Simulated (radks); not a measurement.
Question: The mean radii <r> (bohr) of the occupied orbitals of an atom or ion are listed with their occupations. Method: scalar-relativistic Kohn-Sham, OLYP, spin-unpolarised, spherical densities, finite nucleus; Fermi nuclear charge, rms radius of each element as measured or else 0.836 A^(1/3) + 0.57 fm; computed with a radial shooting solver on a logarithmic mesh with Libxc functionals.

| orbital | occ. | <r> |
|---|---|---|
| 1s | 1 | 0.7842 |

Name the element and its charge.

Answer: Z = 2, helium, charge +1: He+ in 1s1. The 1s radius gives Z: for a bare nucleus <r> = (2 gamma + 1)/(2Z) with gamma = sqrt(1 - (Z/c)^2), 0.7499 bohr for Z = 2, and the self-interaction of the functional makes it slightly larger (0.7842 here). The occupations add up to 1, and the charge is Z minus that.
